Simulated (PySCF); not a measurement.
An unknown gives this computed stick spectrum. Theory: TDDFT CAM-B3LYP/def2-SVPD, vertical, gas phase, core orbitals frozen in the response in PySCF 2.14.0, density-fitted response routines. Geometries: PBE0-D3(BJ)/def2-SVP, one conformer each. Relativistic effects are left out although some hold elements past zinc.

```csv
state,λ (nm),f
S1,364.5,0.0088
S2,252.3,0.494
S3,206.0,0.0001
S4,188.3,0.0007
S5,187.8,0.0000
S6,181.1,0.0003
```

Question: Which candidate is it?
A. `C1COCOC1`
B. `ClC=C1C=CC=C1`
C. `C(CC)C(=O)O`
D. `CC[Si@@H](C)[Si]([SiH3])([SiH3])[SiH3]`
E. `[Ge@H]1([CH3])[C@@H](C[CH2]1)CC`

Answer: B. Its S1, at 3.40 eV, is the lowest among the candidates; the nearest of the others has S1 at 5.96 eV. S1 is HOMO→LUMO (100%). Löwdin shares by element: HOMO carbon 86% or more; LUMO carbon 63% or more (atoms not listed hold the other 37%). At the same level the other candidates give, for their lowest levels:
- `CC[C@@H]1C[CH2][Ge@H]1[CH3]`: 179 nm (f 0.037); 172 nm (f 0.026); 172 nm (f 0.050); 170 nm (f 0.022); 165 nm (f 0.022); T1 6.29 eV; HOMO -8.50, LUMO 1.29 eV
- `CC[Si@@H](C)[Si]([SiH3])([SiH3])[SiH3]`: 193 nm (f 0.008); 192 nm (f 0.012); 187 nm (f 0.001); 186 nm (f 0.003); 185 nm (f 0.003); T1 5.83 eV; HOMO -8.70, LUMO 0.74 eV
- `CCCC(=O)O`: 208 nm (f 0.000); 163 nm (f 0.063); 147 nm (f 0.041); 146 nm (f 0.003); 140 nm (f 0.066); T1 5.45 eV; HOMO -9.72, LUMO 1.05 eV
- `C1COCOC1`: 162 nm (f 0.000); 159 nm (f 0.029); 150 nm (f 0.000); 148 nm (f 0.114); 147 nm (f 0.004); T1 7.53 eV; HOMO -9.23, LUMO 1.33 eV
Triplets come from the Tamm–Dancoff approximation.
